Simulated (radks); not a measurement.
Valence configurations of Cd2+ (all share [Kr]). Calculated with a radial shooting solver on a logarithmic mesh with Libxc functionals: scalar-relativistic Kohn-Sham, PBE, spin-polarised, spherical densities, point nucleus; open shells are filled with parallel spins first (spin-orbit coupling, left out, can overturn this in heavy ions). Energies are relative to 4d10; eigenvalues in eV for spin up.

valence	E (eV)	moment (Bohr magnetons)	e(4d)	e(5p)	e(5s)
4d10	0.000	0	-30.444	-	-
4d9 5p1	17.067	2	-36.533	-17.166	-
4d8 5p2	36.817	4	-42.564	-19.399	-
4d9 5s1	9.773	2	-35.238	-	-23.701
4d8 5s2	22.530	2	-39.989	-	-25.156
4d7 5s1 5p2	50.788	6	-47.428	-20.801	-29.349
4d6 5s2 5p2	70.065	6	-52.444	-21.778	-30.788
4d6 5s1 5p3	75.577	8	-53.485	-22.686	-31.848
4d7.5 5p2.5	47.737	5	-45.568	-20.420	-
4d8 5s1 5p1	28.870	4	-41.355	-18.743	-26.658

NIST lists [Kr] 4d10 as the ground configuration; this level of theory agrees among the configurations tried. The energies are those of spherical high-spin densities, not of single terms.
